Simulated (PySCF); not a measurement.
Correlation energy of V²⁺ (vanadium, charge +2)

[Ar] 3d2 4p1, one real determinant (an excited configuration). Computed with PySCF 2.14 in def2-TZVPPD, with the non-relativistic Hamiltonian (point nucleus). Frozen: [Ar]; 3 electrons correlated.

| level | correlation energy (mhartree) |
| --- | --- |
| CCSD | -12.21 |
| (T) | -0.32 |
| CCSD(T) | -12.53 |

Diagnostics: T1 = 0.0082, D1 = 0.0161, largest double amplitude 0.142.

The real determinant used has ⟨L²⟩ near 14 against 20 for a pure G term, so it mixes terms.

Cost of the coupled-cluster step: about 4 core-seconds, for 3 correlated electrons.

The reference is one real determinant that mixes LS terms of this configuration.
